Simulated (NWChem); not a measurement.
Program: NWChem. System: CClF, charge 0, spin multiplicity 1, at a geometry optimised with B3LYP/def2-SVP. The structure started from a generated list of species. Level: CIS/aug-cc-pVDZ.

Input file:

```
start mol
memory heap 200 mb stack 900 mb global 1100 mb
geometry units angstroms nocenter noautoz
  F      0.252680    -1.473841     0.000000
  C     -0.685351    -0.585655     0.000000
  Cl     0.108117     0.986971     0.000000
  symmetry group Cs
end
basis spherical
  * library aug-cc-pvdz
end
dft
  xc hfexch
  semidirect memsize 60000000 filesize 0
  iterations 100
end
tddft
  cis
  nroots 8
  notriplet
  thresh 1e-4
end
task tddft energy
```

Output (cleaned and shortened):

```
             Northwest Computational Chemistry Package (NWChem) 7.3.0
             --------------------------------------------------------

                                NWChem Input Module
                                -------------------

 Scaling coordinates for geometry "geometry" by  1.889725989
 (inverse scale =  0.529177249)

 Turning off AUTOSYM since
 SYMMETRY directive was detected!

                             Geometry "geometry" -> ""
                             -------------------------

 Output coordinates in angstroms (scale by  1.889725989 to convert to a.u.)

  No.       Tag          Charge          X              Y              Z
 ---- ---------------- ---------- -------------- -------------- --------------
    1 F                    9.0000     0.25268000    -1.47384100     0.00000000
    2 C                    6.0000    -0.68535100    -0.58565500     0.00000000
    3 Cl                  17.0000     0.10811700     0.98697100     0.00000000

 Effective nuclear repulsion energy (a.u.)      85.6080966100

            Nuclear Dipole moment (a.u.)
            ----------------------------
        X                 Y               Z
 ---------------- ---------------- ----------------
     0.0000056692     0.0000151178     0.0000000000

      Symmetry information
      --------------------

 Group name             Cs
 Group number              2
 Group order               2
 No. of unique centers     3

      Symmetry unique atoms

     1    2    3


 Summary of "ao basis" -> "" (spherical)
 ------------------------------------------------------------------------------
       Tag                 Description            Shells   Functions and Types
 ---------------- ------------------------------  ------  ---------------------
 *                        aug-cc-pvdz                 on all atoms

  xc_inp: hfexch multiplicative factor not found.

                                 NWChem DFT Module
                                 -----------------

 Summary of "ao basis" -> "ao basis" (spherical)
 ------------------------------------------------------------------------------
       Tag                 Description            Shells   Functions and Types
 ---------------- ------------------------------  ------  ---------------------
 F                        aug-cc-pvdz                9       23   4s3p2d
 C                        aug-cc-pvdz                9       23   4s3p2d
 Cl                       aug-cc-pvdz               11       27   5s4p2d

 Summary of "ao basis" -> "ao basis" (spherical)
 ------------------------------------------------------------------------------
       Tag                 Description            Shells   Functions and Types
 ---------------- ------------------------------  ------  ---------------------
 F                        aug-cc-pvdz                9       23   4s3p2d
 C                        aug-cc-pvdz                9       23   4s3p2d
 Cl                       aug-cc-pvdz               11       27   5s4p2d

      Symmetry analysis of basis
      --------------------------

        a'         51
        a"         22

            General Information
            -------------------
          SCF calculation type: DFT
          Wavefunction type:  closed shell.
          No. of atoms     :     3
          No. of electrons :    32
           Alpha electrons :    16
            Beta electrons :    16
          Charge           :     0
          Spin multiplicity:     1
          Use of symmetry is: off; symmetry adaption is: on
[...]
     Pearson C.C. =   0.1292

     Occ.   15  a'  ---  Virt.   18  a'       0.23365
     Occ.   15  a'  ---  Virt.   19  a'       0.11939
     Occ.   15  a'  ---  Virt.   22  a'      -0.16087
     Occ.   15  a'  ---  Virt.   25  a'       0.14631
     Occ.   16  a'  ---  Virt.   18  a'       0.68017
     Occ.   16  a'  ---  Virt.   19  a'      -0.55624
     Occ.   16  a'  ---  Virt.   20  a'      -0.17561
     Occ.   16  a'  ---  Virt.   22  a'       0.05313
     Occ.   16  a'  ---  Virt.   25  a'       0.11623
     Occ.   16  a'  ---  Virt.   26  a'      -0.13670
     Occ.   16  a'  ---  Virt.   28  a'       0.05418
     Occ.   16  a'  ---  Virt.   29  a'       0.14350
     Occ.   16  a'  ---  Virt.   30  a'      -0.06446
  ----------------------------------------------------------------------------
  Root   6 singlet a"             0.354015958 a.u.                9.6333 eV
  ----------------------------------------------------------------------------
     Transition Moments    X  0.00000   Y  0.00000   Z -0.00817
     Transition Moments   XX -0.00000  XY -0.00000  XZ -0.14469
     Transition Moments   YY  0.00000  YZ -0.30313  ZZ  0.00000
     Dipole Oscillator Strength                    0.0000157435
     Electric Quadrupole                           0.0000000267
     Magnetic Dipole                               0.0000005128
     Total Oscillator Strength                     0.0000162829

          sigma_e =   1.8724 Angstrom
          sigma_h =   1.1710 Angstrom
         |d_h->e| =   0.1339 Angstrom
            d_exc =   2.1969 Angstrom
            d_CD1 =   0.8353 Angstrom
            d_CD2 =  -1.3878 Angstrom
            d_CD3 =   2.3308 Angstrom
     Pearson C.C. =   0.0156

     Occ.   13  a'  ---  Virt.   17  a"       0.06892
     Occ.   14  a"  ---  Virt.   18  a'       0.40396
     Occ.   14  a"  ---  Virt.   19  a'       0.24471
     Occ.   14  a"  ---  Virt.   20  a'       0.14436
     Occ.   14  a"  ---  Virt.   22  a'      -0.56567
     Occ.   14  a"  ---  Virt.   25  a'       0.58714
     Occ.   14  a"  ---  Virt.   26  a'      -0.20003
     Occ.   14  a"  ---  Virt.   28  a'      -0.09838
     Occ.   14  a"  ---  Virt.   29  a'       0.08759
     Occ.   14  a"  ---  Virt.   35  a'       0.06188
     Occ.   16  a'  ---  Virt.   21  a"       0.08898
  ----------------------------------------------------------------------------
  Root   7 singlet a'             0.354994717 a.u.                9.6599 eV
  ----------------------------------------------------------------------------
     Transition Moments    X -0.13564   Y  0.18982   Z  0.00000
     Transition Moments   XX  1.48285  XY  0.31037  XZ -0.00000
     Transition Moments   YY -1.63750  YZ -0.00000  ZZ -0.22776
     Dipole Oscillator Strength                    0.0128820550
     Electric Quadrupole                           0.0000006046
     Magnetic Dipole                               0.0000028850
     Total Oscillator Strength                     0.0128855447

          sigma_e =   3.0458 Angstrom
          sigma_h =   1.4524 Angstrom
         |d_h->e| =   0.5058 Angstrom
            d_exc =   3.2669 Angstrom
            d_CD1 =   2.0991 Angstrom
            d_CD2 =  -1.7433 Angstrom
            d_CD3 =   3.7727 Angstrom
     Pearson C.C. =   0.1096

     Occ.   15  a'  ---  Virt.   18  a'      -0.19893
     Occ.   15  a'  ---  Virt.   19  a'       0.06740
     Occ.   15  a'  ---  Virt.   22  a'       0.13601
     Occ.   15  a'  ---  Virt.   25  a'      -0.11819
     Occ.   15  a'  ---  Virt.   26  a'       0.05371
     Occ.   15  a'  ---  Virt.   29  a'      -0.05737
     Occ.   16  a'  ---  Virt.   18  a'      -0.27036
     Occ.   16  a'  ---  Virt.   19  a'      -0.59327
     Occ.   16  a'  ---  Virt.   20  a'       0.52207
     Occ.   16  a'  ---  Virt.   22  a'      -0.30496
     Occ.   16  a'  ---  Virt.   26  a'      -0.07669
     Occ.   16  a'  ---  Virt.   28  a'      -0.18986
     Occ.   16  a'  ---  Virt.   29  a'       0.21245
     Occ.   16  a'  ---  Virt.   30  a'      -0.13436
  ----------------------------------------------------------------------------
  Root   8 singlet a'             0.360016638 a.u.                9.7966 eV
  ----------------------------------------------------------------------------
     Transition Moments    X  0.80834   Y  0.65946   Z  0.00000
     Transition Moments   XX -1.37504  XY -0.55417  XZ  0.00000
     Transition Moments   YY  0.18035  YZ  0.00000  ZZ  0.19771
     Dipole Oscillator Strength                    0.2612049877
     Electric Quadrupole                           0.0000002790
     Magnetic Dipole                               0.0000022059
     Total Oscillator Strength                     0.2612074725

          sigma_e =   2.7655 Angstrom
          sigma_h =   1.4530 Angstrom
         |d_h->e| =   0.5352 Angstrom
            d_exc =   2.9089 Angstrom
            d_CD1 =   1.8476 Angstrom
            d_CD2 =  -1.5741 Angstrom
            d_CD3 =   3.4441 Angstrom
     Pearson C.C. =   0.1970

     Occ.   13  a'  ---  Virt.   19  a'      -0.05324
     Occ.   13  a'  ---  Virt.   25  a'      -0.05226
     Occ.   14  a"  ---  Virt.   17  a"       0.13750
     Occ.   14  a"  ---  Virt.   21  a"      -0.05984
     Occ.   15  a'  ---  Virt.   18  a'       0.17598
     Occ.   15  a'  ---  Virt.   19  a'       0.32997
     Occ.   15  a'  ---  Virt.   20  a'       0.14482
     Occ.   15  a'  ---  Virt.   22  a'      -0.41537
     Occ.   15  a'  ---  Virt.   25  a'       0.42722
     Occ.   15  a'  ---  Virt.   26  a'      -0.08457
     Occ.   15  a'  ---  Virt.   28  a'      -0.09336
     Occ.   15  a'  ---  Virt.   30  a'       0.06105
     Occ.   15  a'  ---  Virt.   31  a'       0.05033
     Occ.   16  a'  ---  Virt.   18  a'      -0.46866
     Occ.   16  a'  ---  Virt.   19  a'      -0.13544
     Occ.   16  a'  ---  Virt.   20  a'      -0.30013
     Occ.   16  a'  ---  Virt.   22  a'      -0.24749
     Occ.   16  a'  ---  Virt.   25  a'       0.06364
     Occ.   16  a'  ---  Virt.   28  a'      -0.10997
     Occ.   16  a'  ---  Virt.   29  a'      -0.06257
     Occ.   16  a'  ---  Virt.   31  a'       0.06484

              Target root =      1
          Target symmetry = none
      Ground state energy =   -596.726443459791
        Excitation energy =      0.136450894302
     Excited state energy =   -596.589992565489

  stored tddft:energy   -596.58999256548918

 Task  times  cpu:      101.5s     wall:      101.5s

 Total times  cpu:      101.5s     wall:      101.5s
```
